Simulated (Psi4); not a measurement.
Br4Ti, singlet, geometry from GFN2-xTB (such geometries of metal compounds can be far from the true shape). Base run: B3LYP/cc-pVDZ run with Psi4.

Geometry (Å):
```xyz
5

Ti     0.0000     0.0000     0.0000
Br     1.8379    -0.5314    -1.3519
Br     0.7223     0.3364     2.2030
Br    -1.0155     1.9553    -0.7960
Br    -1.5448    -1.7603    -0.0551
```
All else is at Psi4's defaults (density fitting).
Base energy -11145.85445 Eh.

Each row names what was changed in the base input (with any setting that the change needs).

```json
[
 {"change": "base", "ΔE vs base (mEh)": "0.000", "SCF cycles": "10", "grid points": "109201", "basis functions": "151", "outcome": "converged"},
 {"change": "guess = modhuckel", "ΔE vs base (mEh)": "0.000", "SCF cycles": "13", "grid points": "109201", "basis functions": "151", "outcome": "converged"},
 {"change": "cholesky_tolerance = 1e-3 (with scf_type cd)", "ΔE vs base (mEh)": "-", "SCF cycles": "-", "grid points": "-", "basis functions": "151", "outcome": "cut at the time limit"},
 {"change": "dft_radial_points = 50", "ΔE vs base (mEh)": "4.371", "SCF cycles": "10", "grid points": "73435", "basis functions": "151", "outcome": "converged"},
 {"change": "dft_radial_points = 99", "ΔE vs base (mEh)": "-0.008", "SCF cycles": "10", "grid points": "142888", "basis functions": "151", "outcome": "converged"},
 {"change": "dft_spherical_points = 194", "ΔE vs base (mEh)": "-0.103", "SCF cycles": "10", "grid points": "70549", "basis functions": "151", "outcome": "converged"},
 {"change": "puream = false", "ΔE vs base (mEh)": "-13.654", "SCF cycles": "10", "grid points": "109201", "basis functions": "165", "outcome": "converged"},
 {"change": "level_shift = 1.0", "ΔE vs base (mEh)": "0.000", "SCF cycles": "11", "grid points": "109201", "basis functions": "151", "outcome": "converged"},
 {"change": "basis_guess = true", "ΔE vs base (mEh)": "0.000", "SCF cycles": "9", "grid points": "109197", "basis functions": "151", "outcome": "converged"},
 {"change": "level_shift = 0.3", "ΔE vs base (mEh)": "0.000", "SCF cycles": "10", "grid points": "109201", "basis functions": "151", "outcome": "converged"},
 {"change": "dft_radial_points = 35", "ΔE vs base (mEh)": "18.985", "SCF cycles": "10", "grid points": "51729", "basis functions": "151", "outcome": "converged"}
]
```
